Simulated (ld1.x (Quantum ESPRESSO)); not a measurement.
**neodymium (Nd), ultrasoft: configuration errors across variants**

* Element: neodymium (Nd)
* Generator: ld1.x (Quantum ESPRESSO) 7.5
* Type: ultrasoft
* Functional: LDA (PZ)
* Relativity: scalar-relativistic
* Frozen core: [Kr] 4d10
* Valence charge: 14
* Reference configuration: 4f4 5s2 5p6 5d0 6s1.75 6p0.25
* Partial waves: 5s (bound): rcut 1.90, rcutus 2.20 bohr; 6s (bound): rcut 1.90, rcutus 2.20 bohr; 5p (bound): rcut 2.40, rcutus 2.75 bohr; 6p (bound): rcut 2.40, rcutus 2.75 bohr; 5d (bound, empty): rcut 3.50, rcutus 4.00 bohr; 5d channel at 1.55 Ry: rcut 3.50, rcutus 4.00 bohr; 4f (bound): rcut 1.75, rcutus 1.90 bohr; 4f channel at 0.85 Ry: rcut 1.75, rcutus 1.90 bohr
* Local potential: all-electron potential smoothed inside 2.25 bohr (lloc = -1)
* Core correction: none
* Augmentation charge: PSQ, radius 1.50 bohr

All-electron excitation energies from the reference (eV): (1) 4f4 5s2 5p6 5d0 6s2 6p0 -0.593; (2) 4f4 5s2 5p6 5d0 6s1 6p0 5.403; (3) 4f4 5s2 5p6 5d0 6s0 6p0 16.392; (4) 4f4 5s2 5p6 5d0 6s1 6p1 1.832.

The overlap operator is not positive definite (basis up to 400 Ry) in “base”, “core correction a·sin(br)/r model core inside 1.10 bohr”, “core correction a·sin(br)/r model core inside 1.46 bohr”, “core correction a·sin(br)/r model core inside 1.76 bohr”, “core correction a·sin(br)/r model core inside 2.02 bohr”, “core correction a·sin(br)/r model core inside 2.16 bohr”. Such files are unfit for use, however small their errors in these radial tests.

Errors AE − PS in meV (a dash: test not solved or not reliable):

```tsv
change	(1)	(2)	(3)	(4)	bound ghosts
base	+0.2	-1.9	-5.4	-0.7	not determined (overlap not positive)
core correction a·sin(br)/r model core inside 1.10 bohr	+0.2	-1.9	-5.8	-0.8	not determined (overlap not positive)
core correction a·sin(br)/r model core inside 1.46 bohr	+0.2	-1.9	-5.6	-0.8	not determined (overlap not positive)
core correction a·sin(br)/r model core inside 1.76 bohr	+0.2	-1.9	-5.5	-0.8	not determined (overlap not positive)
core correction a·sin(br)/r model core inside 2.02 bohr	+0.2	-1.9	-5.5	-0.7	not determined (overlap not positive)
core correction a·sin(br)/r model core inside 2.16 bohr	+0.2	-1.9	-5.5	-0.7	not determined (overlap not positive)
```

Q: Give the same row for: core correction a·sin(br)/r model core inside 0.92 bohr.

A: +0.2, -1.9, -5.9, -0.8; bound ghosts: not determined (overlap not positive). Its overlap operator is not positive definite in a basis up to 400 Ry (lowest eigenvalue s -14.46, p -0.14), so the file is unfit for use: the generalised eigenproblem breaks down once the basis is large enough, and its test numbers describe a broken file.
